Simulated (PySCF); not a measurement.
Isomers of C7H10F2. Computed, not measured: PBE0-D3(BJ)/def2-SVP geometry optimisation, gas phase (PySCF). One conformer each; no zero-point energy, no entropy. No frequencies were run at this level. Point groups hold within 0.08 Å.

Question: Order them by energy at this level, lowest first, and give relative energies in kcal/mol.
A. `[F:1][CH:2]([F:3])[C@@:4]12[CH2:5][CH2:6][CH2:7][C@@H:8]1[CH2:9]2` with F1–C2–C4–C5 -56°, C2–C4–C5–C6 160°, C4–C5–C6–C7 -30°, C5–C6–C7–C8 31°, C6–C7–C8–C9 45°
B. `[CH3:1][CH2:2]/[CH:3]=[C:4](/[CH:5]=[CH:6]/[F:7])[CH2:8][F:9]` with C1–C2–C3–C4 -108°, C3–C4–C5–C6 173°, C3–C4–C8–F9 -127°

Answer: A (0.0), B (30.1).

As drawn, the lower has a three-membered ring, two fluorines on one carbon and a quaternary carbon, which the higher lacks; the higher has a C=C bond outside aromatic rings, which the lower lacks.

```json
{"SMILES": "FC(F)[C@@]12CCC[C@@H]1C2", "E (Eh)": "-471.59249", "E rel (kcal/mol)": "0.0", "dipole (D)": "2.18", "point group": "C1", "A, B, C (MHz)": "2946, 1193, 1153"}
{"SMILES": "CC/C=C(/C=C/F)CF", "E (Eh)": "-471.54448", "E rel (kcal/mol)": "30.1", "dipole (D)": "2.75", "point group": "C1", "A, B, C (MHz)": "2670, 759.0, 624.1"}
```

How do the relative energies change in single points at PBE0/pcSseg-1 (no added dispersion term) on the same geometries?

```json
{"SMILES": "FC(F)[C@@]12CCC[C@@H]1C2", "PBE0-D3(BJ)/def2-SVP (kcal/mol)": "0.0", "PBE0/pcSseg-1 (kcal/mol)": "0.0", "shift": "0.0"}
{"SMILES": "CC/C=C(/C=C/F)CF", "PBE0-D3(BJ)/def2-SVP (kcal/mol)": "30.1", "PBE0/pcSseg-1 (kcal/mol)": "26.5", "shift": "-3.6"}
```

Each column counts from its own lowest isomer. The order is unchanged; the largest shift is 3.6 kcal/mol.
